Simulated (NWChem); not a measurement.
System: C2H4FNOSi; SMILES F[C@@H]1N=CO[SiH2]1

```xyz
10

F     -0.2346     2.0133    -0.3871
C      0.0175     0.9505     0.4474
N      1.3523     0.4491     0.2246
C      1.3762    -0.7711    -0.1303
O      0.2787    -1.5377    -0.2783
Si    -1.1026    -0.5702     0.0670
H     -0.0542     1.3204     1.4860
H      2.3156    -1.2942    -0.3482
H     -1.8219    -1.1614     1.2260
H     -1.9708    -0.4758    -1.1348
```
Atoms are numbered in this order, from 1.

All runs: NWChem. Pople sets run with spherical d functions. All runs use the structure optimised with PBE0/def2-SVP. B3LYP is NWChem's, with the RPA form of VWN correlation. GIAO values for the isolated, static molecule; σ is the absolute isotropic shielding, δ = σ(reference) − σ with the isolated reference molecule computed at the same levels (13C: tetramethylsilane, 1H: tetramethylsilane, 15N: ammonia, 29Si: tetramethylsilane).

Q: What does the run give for B3LYP/6-311G**? Quantities: δ C2 (ppm); δ N3 (ppm); δ C4 (ppm); δ Si6 (ppm); δ H7 (ppm); δ H9 (ppm); δ H10 (ppm).

A: 
| Property | Value |
|---|---|
| δ C2 (ppm) | 101.8 |
| δ N3 (ppm) | 287.3 |
| δ C4 (ppm) | 162.3 |
| δ Si6 (ppm) | -5.7 |
| δ H7 (ppm) | 6.08 |
| δ H9 (ppm) | 4.86 |
| δ H10 (ppm) | 5.11 |
